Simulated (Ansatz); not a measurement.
The cluster Sn₂Bi, relaxed as a quartet with UKS r2SCAN-D4/def2-SVP in Ansatz, starting from the r2SCAN-D4/def2-SVP geometry of the neutral doublet. Force threshold 0.02 eV/Å.

In the def2 sets Bi, Sn take a core potential; there is no spin–orbit coupling. At r2SCAN-D4/def2-SVP a doublet of charge 0 lies 1.16 eV below the quartet, each at its own geometry. The structure comes from a short search, and lower isomers may exist.

Start:

```csv
atom,x (Å),y (Å),z (Å)
Bi1,-1.390,0.718,-0.322
Sn2,0.432,-0.208,1.630
Sn3,0.958,-0.509,-1.308
```

Q: Estimate the energy that the relaxation releases and the steps that it takes.

A: 36.8 kJ/mol, in 6 steps; 78 s on 2 threads of Arm Neoverse V2 on a shared host. No frequencies were taken in this run, so the end may be a saddle point.

Q: Does the start keep its bonding and symmetry?

A: By distances, no bond broke or formed. The bond that changes most is Sn2–Sn3, from 3.00 to 2.69 Å (atoms count from 1). Point group C2v at the start, C2v at the end, both within 0.05 Å; within 0.015 Å the end is Cs.

Q: Predict the relaxed structure.

A: 
```xyz
3

Bi   -1.585    0.818   -0.378
Sn    0.553   -0.272    1.506
Sn    1.031   -0.546   -1.129
```
Bond lengths (bridged metal pairs left out): 2 × Bi–Sn 3.04 to 3.05 Å; 1 × Sn–Sn 2.69 Å.
